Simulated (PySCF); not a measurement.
# How methods differ on the ionisation energy of Ru(2+)

Ru(2+) [Kr] 4d6 [4d3/2^4 4d5/2^2, M_J = 4] → Ru(3+) [Kr] 4d5 [4d3/2^4 4d5/2^1, M_J = 5/2], as a difference of total energies. Computed with PySCF 2.14 in x2c-SVPall-2c (6s8p6d1f, 67 functions), with the two-component X2C-1e Hamiltonian. Correlated levels: [Ar] 3d10 frozen; the 6 highest virtual spinors dropped. "Screened" scales the spin-orbit matrix elements by Boettger's factors to mimic the two-electron term; Breit and QED terms are absent.

```csv
method,ionisation energy (eV)
GHF (spin-free),26.430
GMP2 (spin-free),27.484
GHF (screened spin-orbit),26.553
GMP2 (screened spin-orbit),27.618
```

**Question.** How much does correlation contribute at GMP2 (screened spin-orbit)?

**Answer.** 27.618 − (26.553) = 1.065 eV, measured against GHF (screened spin-orbit).

The spin-free rows relax to the high-spin LS determinant and lack the spin-orbit shift.

Errors of the correlated levels include the incompleteness of this basis and the frozen core.

The labels give the starting determinants; with spin-orbit coupling the two ends relaxed to ⟨J²⟩ = 20.01, ⟨L²⟩ = 6.08, ⟨S²⟩ = 5.97 and ⟨J²⟩ = 8.75, ⟨L²⟩ = 0.02, ⟨S²⟩ = 8.73.

For comparison: 28.47 eV (semi-empirical (NIST evaluation); NIST Atomic Spectra Database, ionization energies).
